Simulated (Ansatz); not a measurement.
Born–Oppenheimer molecular dynamics of AlH6NO2 (10 atoms, charge 0, multiplicity 1). It starts at the highest image of a converged band, a first-order saddle point between two minima.

All numbers below come from Ansatz, RKS PBE-D4/def2-SVP.

```
ensemble                      : NVE (velocity Verlet)
time step                     : 0.5 fs
steps asked                   : 200
starting velocities drawn for : 100 K
seed                          : 10918
```

Frames 2.5 fs apart, positions in Å.

Velocities at 40 fs (Å/ps):

```
Al -1.05 -9.39 5.40
H -10.69 -50.77 -15.03
O 3.37 2.06 -4.47
H 0.93 12.12 -6.34
O -1.29 3.98 -4.05
H 11.42 11.61 7.08
N -0.53 8.11 5.95
H -7.30 12.55 -39.38
H 11.25 13.00 -25.93
H -3.19 44.26 -12.41
```

```xyz
10
Properties=species:S:1:pos:R:3 time_fs=40 energy_less_start_eV=-0.626 T=705
Al 0.035 0.218 0.039
H -0.119 -0.527 1.437
O 1.635 -0.234 -0.431
H 1.791 -0.864 -1.139
O -1.495 0.139 -0.797
H -1.808 -0.752 -0.951
N 0.061 2.071 0.815
H 0.870 2.721 0.818
H -0.798 2.614 0.680
H -0.027 1.804 1.854
10
Properties=species:S:1:pos:R:3 time_fs=42.5 energy_less_start_eV=-0.718 T=794
Al 0.032 0.194 0.053
H -0.152 -0.652 1.417
O 1.644 -0.228 -0.443
H 1.799 -0.842 -1.169
O -1.498 0.152 -0.808
H -1.793 -0.751 -0.938
N 0.060 2.092 0.832
H 0.850 2.746 0.711
H -0.777 2.652 0.602
H -0.030 1.911 1.807
10
Properties=species:S:1:pos:R:3 time_fs=45 energy_less_start_eV=-0.730 T=806
Al 0.029 0.166 0.069
H -0.195 -0.764 1.421
O 1.653 -0.219 -0.456
H 1.812 -0.822 -1.213
O -1.498 0.168 -0.820
H -1.794 -0.778 -0.929
N 0.058 2.115 0.844
H 0.837 2.753 0.600
H -0.762 2.677 0.513
H -0.031 2.000 1.841
10
Properties=species:S:1:pos:R:3 time_fs=47.5 energy_less_start_eV=-0.683 T=761
Al 0.025 0.137 0.087
H -0.238 -0.846 1.426
O 1.661 -0.209 -0.471
H 1.822 -0.780 -1.239
O -1.497 0.182 -0.833
H -1.788 -0.753 -0.914
N 0.055 2.142 0.848
H 0.840 2.734 0.512
H -0.743 2.665 0.439
H -0.026 2.090 1.925
10
Properties=species:S:1:pos:R:3 time_fs=50 energy_less_start_eV=-0.715 T=792
Al 0.021 0.105 0.108
H -0.278 -0.889 1.419
O 1.668 -0.197 -0.488
H 1.830 -0.732 -1.266
O -1.494 0.197 -0.847
H -1.788 -0.707 -0.899
N 0.051 2.167 0.853
H 0.858 2.689 0.462
H -0.740 2.627 0.393
H -0.008 2.201 1.912
10
Properties=species:S:1:pos:R:3 time_fs=52.5 energy_less_start_eV=-0.757 T=832
Al 0.016 0.071 0.129
H -0.308 -0.896 1.399
O 1.671 -0.181 -0.502
H 1.841 -0.693 -1.316
O -1.486 0.215 -0.860
H -1.819 -0.708 -0.892
N 0.049 2.189 0.856
H 0.886 2.629 0.449
H -0.769 2.583 0.368
H 0.015 2.327 1.832
10
Properties=species:S:1:pos:R:3 time_fs=55 energy_less_start_eV=-0.741 T=816
Al 0.011 0.038 0.150
H -0.330 -0.884 1.384
O 1.672 -0.164 -0.517
H 1.843 -0.642 -1.355
O -1.474 0.233 -0.871
H -1.859 -0.691 -0.889
N 0.048 2.205 0.849
H 0.917 2.572 0.447
H -0.802 2.542 0.360
H 0.029 2.470 1.833
10
Properties=species:S:1:pos:R:3 time_fs=57.5 energy_less_start_eV=-0.621 T=702
Al 0.007 0.005 0.170
H -0.347 -0.875 1.396
O 1.669 -0.146 -0.530
H 1.833 -0.575 -1.375
O -1.460 0.248 -0.882
H -1.891 -0.618 -0.890
N 0.046 2.215 0.838
H 0.942 2.531 0.431
H -0.813 2.511 0.358
H 0.033 2.604 1.854
10
Properties=species:S:1:pos:R:3 time_fs=60 energy_less_start_eV=-0.678 T=756
Al 0.003 -0.026 0.187
H -0.360 -0.883 1.448
O 1.661 -0.126 -0.540
H 1.818 -0.511 -1.412
O -1.440 0.264 -0.890
H -1.944 -0.553 -0.897
N 0.047 2.222 0.835
H 0.939 2.506 0.394
H -0.807 2.501 0.339
H 0.029 2.684 1.778
10
Properties=species:S:1:pos:R:3 time_fs=62.5 energy_less_start_eV=-0.658 T=737
Al 0.000 -0.055 0.202
H -0.366 -0.902 1.526
O 1.648 -0.104 -0.547
H 1.795 -0.449 -1.456
O -1.415 0.281 -0.895
H -2.022 -0.511 -0.910
N 0.049 2.224 0.834
H 0.907 2.495 0.338
H -0.788 2.506 0.296
H 0.022 2.728 1.674
10
Properties=species:S:1:pos:R:3 time_fs=65 energy_less_start_eV=-0.716 T=792
Al -0.004 -0.082 0.215
H -0.356 -0.916 1.597
O 1.631 -0.082 -0.552
H 1.756 -0.373 -1.471
O -1.389 0.294 -0.898
H -2.073 -0.422 -0.923
N 0.051 2.220 0.825
H 0.869 2.494 0.268
H -0.754 2.511 0.240
H 0.015 2.804 1.672
10
Properties=species:S:1:pos:R:3 time_fs=67.5 energy_less_start_eV=-0.624 T=705
Al -0.007 -0.107 0.226
H -0.328 -0.914 1.638
O 1.610 -0.060 -0.555
H 1.707 -0.295 -1.481
O -1.360 0.305 -0.898
H -2.098 -0.299 -0.936
N 0.052 2.211 0.812
H 0.846 2.500 0.206
H -0.720 2.506 0.190
H 0.016 2.864 1.681
```

Of the whole run (100 fs, mean temperature of the second half 629 K): The conserved energy stayed within 0.13 meV per atom of its start (net change -0.0088 meV per atom), so the integration is sound. The kinetic energy rose, since the run started high on the potential surface and went downhill. A run of 0.1 ps of so small a system gives no equilibrium averages. The orbitals stay closed-shell, which can raise the energy where a bond breaks towards radicals; this wasn't checked here.

The run took 4.7 min on 2 threads of Arm Neoverse V1 (shared host), peak memory 0.12 GiB.
